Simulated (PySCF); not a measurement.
**`C=C(C)[Si@@H]1CCC[C@H]1F`: 4 charge schemes on one density**

Compound: C7H13FSi.
Z-matrix (Å and degrees, GFN2-xTB geometry), rows numbered from 1:
```
C 
C   1  1.3271
C   2  1.4976  1  121.28
Si  2  1.8886  1  123.16  3  -178.80
C   4  1.9110  2  113.26  1    90.23
C   5  1.5309  4  104.14  2  -134.00
C   6  1.5266  5  108.28  4    39.86
C   7  1.5234  6  108.20  5   -51.39
F   8  1.3941  4  108.60  2  -137.18
H   1  1.0802  2  122.07  3    -0.04
H   1  1.0772  2  122.06  3  -179.86
H   3  1.0885  2  110.04  1  -121.41
H   3  1.0879  2  111.48  1    -0.38
H   3  1.0882  2  109.93  1   120.43
H   4  1.4669  2  112.35  1  -139.33
H   5  1.0918  4  110.83  2   -16.24
H   5  1.0883  4  114.53  2   104.95
H   6  1.0916  5  111.51  4   162.18
H   6  1.0913  5  109.39  4   -78.33
H   7  1.0918  6  109.82  5    66.57
H   7  1.0916  6  111.28  5  -173.15
H   8  1.0930  4  117.56  2   -18.61
```

Density: PBE0/pcSseg-1 (PySCF); schemes: Mulliken, IAO, Hirshfeld and ESP-fitted. Geometry: GFN2-xTB, one conformer, isolated molecule.

Q: Atoms with like bonding are taken together and averaged. At which atom do the 4 schemes differ most?

A: At C2: from -0.616 (Mulliken) to +0.120 e (ESP-fitted), 0.736 e apart.

Q: Which atoms carry the lowest charge in the Mulliken, IAO, Hirshfeld and ESP-fitted schemes?

A: The schemes don't all agree: Mulliken C2 (-0.616); IAO C5 (-0.543); Hirshfeld C5 (-0.163); ESP-fitted C1 (-0.535).

Q: Which atoms carry the highest charge in the Mulliken, IAO, Hirshfeld and ESP-fitted schemes?

A: All schemes agree: Mulliken Si4 (+0.917); IAO Si4 (+0.858); Hirshfeld Si4 (+0.355); ESP-fitted Si4 (+0.277).

Q: Tabulate the Mulliken, IAO, Hirshfeld and ESP-fitted charges.

A: In e; atoms taken as equivalent share a row and are averaged (×n: the atom named and its like, n in all):

```csv
atom,environment,Mulliken,IAO,Hirshfeld,ESP-fitted
C1,terminal =CH2 carbon,-0.098,-0.307,-0.102,-0.535
C2,fully substituted alkene carbon,-0.616,-0.240,-0.078,+0.120
C3,allylic carbon,-0.187,-0.418,-0.119,-0.426
Si4,SiH silicon,+0.917,+0.858,+0.355,+0.277
C5,sp3 carbon bound to silicon,-0.541,-0.543,-0.163,-0.114
C6,ring CH2 carbon,-0.223,-0.252,-0.071,-0.035
C7,ring CH2 carbon,-0.231,-0.272,-0.082,-0.080
C8,sp3 C–F carbon,-0.103,-0.083,-0.026,+0.083
F9,alkyl fluorine,-0.349,-0.338,-0.128,-0.255
H10,vinylic hydrogen,+0.107,+0.142,+0.044,+0.208
H11,vinylic hydrogen,+0.107,+0.139,+0.040,+0.180
H12/H13/H14,methyl hydrogen,+0.123,+0.148,+0.046,+0.129
H15,Si–H hydrogen,-0.059,-0.114,-0.074,-0.074
H16,methylene hydrogen,+0.142,+0.144,+0.035,+0.039
H17,methylene hydrogen,+0.142,+0.148,+0.036,+0.026
H18,methylene hydrogen,+0.125,+0.138,+0.039,+0.015
H19,methylene hydrogen,+0.129,+0.137,+0.037,+0.047
H20,methylene hydrogen,+0.118,+0.134,+0.043,+0.039
H21,methylene hydrogen,+0.134,+0.148,+0.042,+0.049
H22,methine hydrogen,+0.118,+0.137,+0.034,+0.049
```

Mean size of the charges over all atoms: IAO 0.233 e, Mulliken 0.219 e, ESP-fitted 0.138 e, Hirshfeld 0.077 e. Each set sums to the total charge, 0, to within 0.001 e. The IAO scheme counts the electrons in orthogonalised intrinsic atomic orbitals, a minimal basis polarised so that it spans the occupied orbitals exactly. The Hirshfeld scheme divides the density at each point in proportion to the densities of the neutral, spherically averaged free atoms.

Q: Sum the charges by element, for elements with more than one atom.

A: 
| element | atoms | Mulliken | IAO | Hirshfeld | ESP-fitted |
| --- | --- | --- | --- | --- | --- |
| C | 7 | -1.999 | -2.115 | -0.640 | -0.987 |
| H | 13 | +1.431 | +1.595 | +0.413 | +0.965 |

Q: How many electrons does the Hirshfeld scheme count on C1?

A: Z − q = 6 − (-0.102) = 6.102.

Q: How closely do the schemes follow one another over all atoms?

A: Correlation coefficient and root-mean-square difference: IAO with Hirshfeld 0.98, 0.191 e; Mulliken with IAO 0.93, 0.107 e; Mulliken with Hirshfeld 0.93, 0.207 e; IAO with ESP-fitted 0.72, 0.203 e; Hirshfeld with ESP-fitted 0.70, 0.139 e; Mulliken with ESP-fitted 0.49, 0.266 e.
